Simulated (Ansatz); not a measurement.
Ansatz (a first-principles code) input:

Ansatz 0.2 input:
```yaml
crystal:
  periodic: [false, false, false]
  atoms:
    - {symbol: Hg, position_ang: [-0.45273570, 0.36504735, -0.34978052]}
    - {symbol: Cl, position_ang: [2.01499099, -0.60960969, -0.14605582]}
    - {symbol: Cl, position_ang: [0.11552998, -1.10826018, 1.79208180]}
basis:
  gaussian:
    orbitals: def2-TZVPP
magnetization: {spin_polarized: true, initial_magnetization: 2}
correlation: {method: ccsd_t, electrons: outside_noble_gas}
```

**Question.** What final total energy does it print?

**Answer.** -1072.33721 Eh (CCSD(T)/def2-TZVPP). The basis has 143 functions.

The spin state was set by rule; other spins were not relaxed.
